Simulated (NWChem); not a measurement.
System: BeSiH$_{3}$F; SMILES [F][Be][SiH3]

Input file for NWChem:

```
start job
memory heap 200 mb stack 900 mb global 1100 mb
geometry units angstroms noautosym nocenter noautoz
  Be     0.000882     0.821002     0.000001
  F      0.001056     2.213735    -0.000009
  Si     0.000299    -1.345833     0.000006
  H      0.702883    -1.894160    -1.204401
  H     -1.394410    -1.893218    -0.006494
  H      0.691630    -1.894161     1.210906
end
basis spherical
  * library def2-tzvp
end
dft
  xc xpbe96 cpbe96
  iterations 150
  vectors input atomic output neutral.movecs
end
task dft energy
charge 1
dft
  odft
  mult 2
  vectors input atomic output cation.movecs
end
task dft energy
```

NWChem printed, in part:

```
             Northwest Computational Chemistry Package (NWChem) 7.3.0
             --------------------------------------------------------

                             Geometry "geometry" -> ""
                             -------------------------

 Output coordinates in angstroms (scale by  1.889725989 to convert to a.u.)

  No.       Tag          Charge          X              Y              Z
 ---- ---------------- ---------- -------------- -------------- --------------
    1 Be                   4.0000     0.00088200     0.82100200     0.00000100
    2 F                    9.0000     0.00105600     2.21373500    -0.00000900
    3 Si                  14.0000     0.00029900    -1.34583300     0.00000600
    4 H                    1.0000     0.70288300    -1.89416000    -1.20440100
    5 H                    1.0000    -1.39441000    -1.89321800    -0.00649400
    6 H                    1.0000     0.69163000    -1.89416100     1.21090600

 Effective nuclear repulsion energy (a.u.)      66.9516254416

  pbe96 is a nonlocal functional; adding pw91lda local functional.

                                 NWChem DFT Module
                                 -----------------

 Summary of "ao basis" -> "ao basis" (spherical)
 ------------------------------------------------------------------------------
       Tag                 Description            Shells   Functions and Types
 ---------------- ------------------------------  ------  ---------------------
 Be                        def2-tzvp                 9       19   5s3p1d
 F                         def2-tzvp                11       31   5s3p2d1f
 Si                        def2-tzvp                13       37   5s5p2d1f
 H                         def2-tzvp                 4        6   3s1p

            General Information
            -------------------
          SCF calculation type: DFT
          Wavefunction type:  closed shell.
          No. of atoms     :     6
          No. of electrons :    30
           Alpha electrons :    15
            Beta electrons :    15
          Charge           :     0
          Spin multiplicity:     1
          Use of symmetry is: off; symmetry adaption is: off
          Maximum number of iterations: 150
          AO basis - number of functions:   105
                     number of shells:    45
          Convergence on energy requested:  1.00D-06
          Convergence on density requested:  1.00D-05
          Convergence on gradient requested:  5.00D-04

              XC Information
              --------------
          PerdewBurkeErnzerhof Exchange Functional  1.000
            Perdew 1991 LDA Correlation Functional  1.000 local
           PerdewBurkeErnz. Correlation Functional  1.000 non-local

             Grid Information
             ----------------
          Grid used for XC integration:  medium
          Radial quadrature: Mura-Knowles
          Angular quadrature: Lebedev.
          Tag              B.-S. Rad. Rad. Pts. Rad. Cut. Ang. Pts.
          ---              ---------- --------- --------- ---------
          Be                  1.05       49          10.0       434
          F                   0.50       49          11.0       434
          Si                  1.10       88          11.0       590
          H                   0.35       45          11.0       434
          Grid pruning is: on
          Number of quadrature shells:   321
          Spatial weights used:  Erf1

      Superposition of Atomic Density Guess
      -------------------------------------

 Sum of atomic energies:        -404.32549634

      Non-variational initial energy
      ------------------------------

 Total energy =    -404.797593
 1-e energy   =    -692.831798
 2-e energy   =     221.082579
 HOMO         =      -0.373519
 LUMO         =       0.001509

   convergence    iter        energy       DeltaE   RMS-Dens  Diis-err
 ---------------- ----- ----------------- --------- --------- ---------
 d= 0,ls=0.0,diis     1   -405.6225664983 -4.73D+02  1.48D-02  1.03D+00
 d= 0,ls=0.0,diis     2   -404.9806646927  6.42D-01  1.04D-02  8.17D+00
 d= 0,ls=0.0,diis     3   -405.7185279293 -7.38D-01  1.82D-03  2.48D-02
 d= 0,ls=0.0,diis     4   -405.7196180944 -1.09D-03  9.04D-04  1.09D-02
 d= 0,ls=0.0,diis     5   -405.7215503750 -1.93D-03  7.37D-05  2.80D-04
  Resetting Diis
 d= 0,ls=0.0,diis     6   -405.7215679796 -1.76D-05  1.45D-05  6.14D-06
 d= 0,ls=0.0,diis     7   -405.7215685967 -6.17D-07  9.07D-06  3.85D-07

         Total DFT energy =     -405.721568596697
      One electron energy =     -695.462424066108
           Coulomb energy =      257.868752427987
    Exchange-Corr. energy =      -35.079522400128
 Nuclear repulsion energy =       66.951625441552

 Numeric. integr. density =       29.999993395713

                       DFT Final Molecular Orbital Analysis
                       ------------------------------------

 Vector   13  Occ=2.000000D+00  E=-3.115564D-01
              MO Center=  4.6D-01, -1.7D+00,  2.1D-02, r^2= 2.3D+00
   Bfn.  Coefficient  Atom+Function         Bfn.  Coefficient  Atom+Function
  ----- ------------  ---------------      ----- ------------  ---------------
    67      0.302059  3 Si pz               101      0.228693  6 H  s
    89     -0.223394  4 H  s                100      0.143118  6 H  s
   102      0.140915  6 H  s                 88     -0.139802  4 H  s
    90     -0.137650  4 H  s                 58     -0.130011  3 Si pz
    64      0.122205  3 Si pz                70      0.110747  3 Si pz

 Vector   14  Occ=2.000000D+00  E=-3.115516D-01
              MO Center= -4.6D-01, -1.7D+00, -2.1D-02, r^2= 2.3D+00
   Bfn.  Coefficient  Atom+Function         Bfn.  Coefficient  Atom+Function
  ----- ------------  ---------------      ----- ------------  ---------------
    65      0.302060  3 Si px                95     -0.260998  5 H  s
    94     -0.163336  5 H  s                 96     -0.160826  5 H  s
    89      0.135106  4 H  s                 56     -0.130011  3 Si px
   101      0.125929  6 H  s                 62      0.122204  3 Si px
    68      0.110747  3 Si px                88      0.084550  4 H  s

 Vector   15  Occ=2.000000D+00  E=-2.670286D-01
              MO Center=  4.6D-04, -6.4D-01,  3.8D-06, r^2= 2.3D+00
   Bfn.  Coefficient  Atom+Function         Bfn.  Coefficient  Atom+Function
  ----- ------------  ---------------      ----- ------------  ---------------
    66      0.326522  3 Si py                 7      0.294703  1 Be py
     3      0.225004  1 Be s                 69      0.153116  3 Si py
     4      0.149636  1 Be s                 57     -0.133915  3 Si py
    63      0.122031  3 Si py                 2     -0.119306  1 Be s
    55      0.110748  3 Si s                 89     -0.093781  4 H  s

 Vector   16  Occ=0.000000D+00  E=-6.108337D-02
              MO Center= -3.7D-02,  7.3D-02, -9.5D-04, r^2= 3.8D+00
   Bfn.  Coefficient  Atom+Function         Bfn.  Coefficient  Atom+Function
  ----- ------------  ---------------      ----- ------------  ---------------
     8      0.447745  1 Be pz                70     -0.407856  3 Si pz
   102      0.390314  6 H  s                 90     -0.385590  4 H  s
    14     -0.360471  1 Be pz                27      0.137879  2 F  pz
    33      0.127105  2 F  pz                67     -0.127215  3 Si pz
    77     -0.121073  3 Si d -1              30      0.105286  2 F  pz

 Vector   17  Occ=0.000000D+00  E=-6.107692D-02
              MO Center=  3.8D-02,  7.3D-02,  9.7D-04, r^2= 3.8D+00
   Bfn.  Coefficient  Atom+Function         Bfn.  Coefficient  Atom+Function
  ----- ------------  ---------------      ----- ------------  ---------------
     6      0.447750  1 Be px                96     -0.447958  5 H  s
    68     -0.407835  3 Si px                12     -0.360499  1 Be px
    90      0.228091  4 H  s                102      0.219909  6 H  s
    25      0.137881  2 F  px                31      0.127110  2 F  px
    65     -0.127200  3 Si px                76     -0.121051  3 Si d -2

 Vector   18  Occ=0.000000D+00  E=-3.168218D-02
              MO Center=  7.5D-04,  4.4D-01, -7.0D-07, r^2= 8.2D+00
   Bfn.  Coefficient  Atom+Function         Bfn.  Coefficient  Atom+Function
  ----- ------------  ---------------      ----- ------------  ---------------
     5      1.217152  1 Be s                 55     -0.989810  3 Si s
    69     -0.322628  3 Si py                54     -0.304615  3 Si s
    13     -0.214385  1 Be py                53      0.184689  3 Si s
    90      0.177412  4 H  s                 96      0.177206  5 H  s
   102      0.177420  6 H  s                  3      0.154237  1 Be s

     Multipole analysis of the density
     ---------------------------------

     L   x y z        total         alpha         beta         nuclear
     -   - - -        -----         -----         ----         -------
     0   0 0 0     -0.000000    -15.000000    -15.000000     30.000000

     1   1 0 0      0.000130     -0.016301     -0.016301      0.032732
     1   0 1 0     -0.220406      1.132838      1.132838     -2.486082
     1   0 0 1      0.000007     -0.000014     -0.000014      0.000034

     2   2 0 0    -18.620595    -14.518320    -14.518320     10.416045
     2   1 1 0     -0.001459     -0.030713     -0.030713      0.059968
     2   1 0 1      0.000001     -0.000002     -0.000002      0.000004
     2   0 2 0    -24.143879   -160.127326   -160.127326    296.110774
     2   0 1 1      0.000024      0.000578      0.000578     -0.001133
     2   0 0 2    -18.620499    -14.518499    -14.518499     10.416499

                                 NWChem DFT Module
                                 -----------------

            General Information
            -------------------
          SCF calculation type: DFT
          Wavefunction type:  spin polarized.
          No. of atoms     :     6
          No. of electrons :    29
           Alpha electrons :    15
            Beta electrons :    14
          Charge           :     1
          Spin multiplicity:     2
          Use of symmetry is: off; symmetry adaption is: off
          Maximum number of iterations: 150
          AO basis - number of functions:   105
                     number of shells:    45
          Convergence on energy requested:  1.00D-06
          Convergence on density requested:  1.00D-05
          Convergence on gradient requested:  5.00D-04

              XC Information
              --------------
          PerdewBurkeErnzerhof Exchange Functional  1.000
            Perdew 1991 LDA Correlation Functional  1.000 local
           PerdewBurkeErnz. Correlation Functional  1.000 non-local

             Grid Information
             ----------------
          Grid used for XC integration:  medium
          Radial quadrature: Mura-Knowles
          Angular quadrature: Lebedev.
          Tag              B.-S. Rad. Rad. Pts. Rad. Cut. Ang. Pts.
          ---              ---------- --------- --------- ---------
          Be                  1.05       49          10.0       434
          F                   0.50       49          11.0       434
          Si                  1.10       88          11.0       590
          H                   0.35       45          11.0       434
          Grid pruning is: on
          Number of quadrature shells:   321
          Spatial weights used:  Erf1

      Superposition of Atomic Density Guess
      -------------------------------------

 Sum of atomic energies:        -404.32549634

 Renormalizing density from      30.00 to     29

      Non-variational initial energy
      ------------------------------

 Total energy =    -396.196391
 1-e energy   =    -669.737404
 2-e energy   =     206.589388
 HOMO         =      -0.667963
 LUMO         =      -0.246886

   convergence    iter        energy       DeltaE   RMS-Dens  Diis-err
 ---------------- ----- ----------------- --------- --------- ---------
 d= 0,ls=0.0,diis     1   -405.0687103095 -4.72D+02  1.45D-02  1.02D+00
                                                     1.19D-02  9.97D-01
 d= 0,ls=0.0,diis     2   -398.7421334362  6.33D+00  1.34D-02  1.19D+01
                                                     1.14D-02  9.36D+00
 d= 0,ls=0.0,diis     3   -405.2565346725 -6.51D+00  2.49D-03  2.15D-01
                                                     2.38D-03  2.05D-01
 d= 0,ls=0.0,diis     4   -405.3248593994 -6.83D-02  6.39D-04  2.08D-02
                                                     6.76D-04  2.11D-02
 d= 0,ls=0.0,diis     5   -405.3294909964 -4.63D-03  2.14D-04  1.60D-03
                                                     2.49D-04  1.63D-03
  Resetting Diis
 d= 0,ls=0.0,diis     6   -405.3300335887 -5.43D-04  1.06D-04  2.94D-04
                                                     1.27D-04  2.87D-04
 d= 0,ls=0.0,diis     7   -405.3302560057 -2.22D-04  4.75D-05  1.47D-05
                                                     4.61D-05  1.36D-05
 d= 0,ls=0.0,diis     8   -405.3302446641  1.13D-05  2.59D-05  4.67D-05
                                                     2.72D-05  4.57D-05
 d= 0,ls=0.0,diis     9   -405.3302637712 -1.91D-05  8.19D-06  2.37D-06
                                                     8.38D-06  2.33D-06
 d= 0,ls=0.0,diis    10   -405.3302648180 -1.05D-06  1.68D-06  8.10D-08
                                                     1.75D-06  7.02D-08
 d= 0,ls=0.0,diis    11   -405.3302648621 -4.41D-08  3.88D-07  3.27D-09
                                                     3.82D-07  2.90D-09

         Total DFT energy =     -405.330264862136
      One electron energy =     -687.801802567608
           Coulomb energy =      250.313289349415
    Exchange-Corr. energy =      -34.793377085494
 Nuclear repulsion energy =       66.951625441552

 Numeric. integr. density =       28.999993651492

                    DFT Final Alpha Molecular Orbital Analysis
                    ------------------------------------------

 Vector   13  Occ=1.000000D+00  E=-5.679969D-01
              MO Center=  1.8D-01,  4.6D-01,  1.8D-03, r^2= 4.6D+00
   Bfn.  Coefficient  Atom+Function         Bfn.  Coefficient  Atom+Function
  ----- ------------  ---------------      ----- ------------  ---------------
    27      0.354020  2 F  pz                30      0.289595  2 F  pz
    67      0.247692  3 Si pz                 8     -0.171691  1 Be pz
    33      0.169566  2 F  pz                89     -0.145399  4 H  s
   101      0.145847  6 H  s                 58     -0.093219  3 Si pz
    88     -0.091807  4 H  s                100      0.092090  6 H  s

 Vector   14  Occ=1.000000D+00  E=-5.586562D-01
              MO Center= -2.5D-01, -7.0D-03, -2.0D-03, r^2= 5.1D+00
   Bfn.  Coefficient  Atom+Function         Bfn.  Coefficient  Atom+Function
  ----- ------------  ---------------      ----- ------------  ---------------
    25      0.327410  2 F  px                28      0.268267  2 F  px
    65     -0.259469  3 Si px                95      0.204565  5 H  s
    31      0.149467  2 F  px                94      0.126602  5 H  s
    56      0.104052  3 Si px                89     -0.102572  4 H  s
   101     -0.101987  6 H  s                 62     -0.100567  3 Si px

 Vector   15  Occ=1.000000D+00  E=-5.586524D-01
              MO Center=  2.5D-01, -8.8D-03,  2.0D-03, r^2= 5.1D+00
   Bfn.  Coefficient  Atom+Function         Bfn.  Coefficient  Atom+Function
  ----- ------------  ---------------      ----- ------------  ---------------
    27      0.327263  2 F  pz                30      0.268147  2 F  pz
    67     -0.259580  3 Si pz                89      0.177043  4 H  s
   101     -0.177381  6 H  s                 33      0.149397  2 F  pz
    88      0.109572  4 H  s                100     -0.109780  6 H  s
    58      0.104093  3 Si pz                64     -0.100605  3 Si pz

[...]
```

Level: PBE/def2-TZVP, vertical spin-unrestricted ions. Coordinates come from a PBE0/def2-SVP optimisation.
